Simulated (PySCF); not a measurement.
# Energy of Ir (iridium, neutral) between two integer charges

The 6s beta orbital of [Xe] 4f14 5d7 6s2 is emptied in steps (occupation f), with all orbitals relaxed, ending at [Xe] 4f14 5d7 6s1. All numbers are calculated (PySCF 2.14, a scalar-relativistic core potential, in aug-cc-pVDZ-PP with ECP60MDF). The exact energy is a straight line in f; departures are measured from the line between the end points of the same method.

| f | UHF (eV) | LDA (eV) | PBE (eV) |
| --- | --- | --- | --- |
| 1 | 0.000 | 0.000 | 0.000 |
| 0.9 | 0.022 | -0.299 | -0.292 |
| 0.7 | 0.050 | -0.700 | -0.686 |
| 0.5 | 0.058 | -0.836 | -0.823 |
| 0.3 | 0.047 | -0.704 | -0.696 |
| 0.1 | 0.020 | -0.302 | -0.300 |
| 0 | 0.000 | 0.000 | 0.000 |

**Question.** For UHF, how does the orbital energy at f = 1 compare with the removal energy?

**Answer.** −ε = 7.331 eV against a total-energy difference of 7.077 eV. By Janak's theorem ε = ∂E/∂f, so the gap between them reflects the curvature. Along the path −ε is 7.272 (f = 0.9), 7.164 (f = 0.7), 7.068 (f = 0.5), 6.981 (f = 0.3), 6.901 (f = 0.1) eV.

| method | E(f=0) − E(f=1) (eV) | −ε at f=1 (eV) | −ε at f=0.5 (eV) |
| --- | --- | --- | --- |
| UHF | 7.077 | 7.331 | 7.068 |
| LDA | 9.414 | 6.101 | 9.402 |
| PBE | 8.973 | 5.737 | 8.943 |

Reference removal energy between the ground levels: 8.967 eV (measured; NIST Atomic Spectra Database, ionization energies). The calculation has no spin-orbit coupling. UHF lacks correlation.
